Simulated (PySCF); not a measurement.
C₆H₇ClF (doublet state).
Cartesian coordinates in Å at the GFN2-xTB level; atoms count from 1:
```xyz
15
C6H7ClF angstrom
C      2.3279   -0.7487   -0.3793
C      1.3787    0.1665   -0.3934
C      0.3901    0.3754    0.7165
C     -1.0123    0.1487    0.2060
C     -1.7070    1.1493   -0.4497
Cl    -1.0697    2.7045   -0.6986
C     -1.5588   -1.0969    0.3797
F     -2.7907   -1.3950   -0.0689
H      3.0174   -0.8657   -1.1976
H      2.4631   -1.4163    0.4564
H      1.2612    0.8259   -1.2426
H      0.6024   -0.3082    1.5385
H      0.4722    1.4018    1.0807
H     -2.6994    0.9934   -0.8383
H     -1.0794   -1.9268    0.8687
```

The hyperfine couplings belong to this conformer and change with its torsions.

As a line formula: `[CH](/C(CC=C)=C\F)Cl` [radical].

Computed, not measured: PySCF, UKS B3LYP, pcH-1 on C Cl F H, non-relativistic, mean-field spin-orbit, GIAO. The structure is a single GFN2-xTB conformer in the gas phase; no vibrational or solvent corrections. The geometry wasn't refined by DFT: couplings that depend on bond lengths, twists or pyramidal angles can differ widely from those at the functional's own minimum. Stability of the SCF solution: not tested. ⟨S²⟩ is 0.776 where a pure state has 0.75.

**Question.** Match the computed a_iso(13C) values +65.2, +61.5, -48.4, -10.4, +4.3 MHz with the sites C2; C3; C4; C5; C7.

**Answer.** 
| site | a_iso (MHz) | ρ(0) (bohr⁻³) | position | distance from C5 (Å) | spin population | largest \|T\| (MHz) |
| --- | --- | --- | --- | --- | --- | --- |
| C2 | -10.4 | -0.0092 | 3 bonds from C5 | 3.24 | 0.00 | 1.5 |
| C3 | +4.3 | +0.0038 | 2 bonds from C7 | 2.52 | +0.01 | 1.1 |
| C4 | -48.4 | -0.0431 | 1 bond from C7 | 1.38 | -0.24 | 29.0 |
| C5 | +65.2 | +0.0577 | largest spin population | 0.00 | +0.62 | 105.5 |
| C7 | +61.5 | +0.0547 | a main spin site | 2.40 | +0.58 | 104.3 |

ρ(0) is the spin density at the nucleus and T the dipolar tensor; a_iso includes a spin–orbit part; entries for several nuclei are means. The largest Mulliken spin populations are on C5 (+0.62), C7 (+0.58), C4 (-0.24) and Cl6 (+0.06). The angles at C5 add up to 360.0°, so it is planar; its axial dipolar tensor and the negative coupling of its proton fit spin in a p orbital normal to that plane. Main spin sites, with 60 % or more of the largest population: C5, C7; positions count bonds from the nearest.

Class means assume fast exchange of nuclei equivalent by connectivity; if that motion is slow, each nucleus keeps its own coupling.

Time: 95 s of wall time (grids of density and orbitals included); peak memory 0.97 GiB. Hardware: one thread of an Arm Neoverse V2, no GPU (shared host).
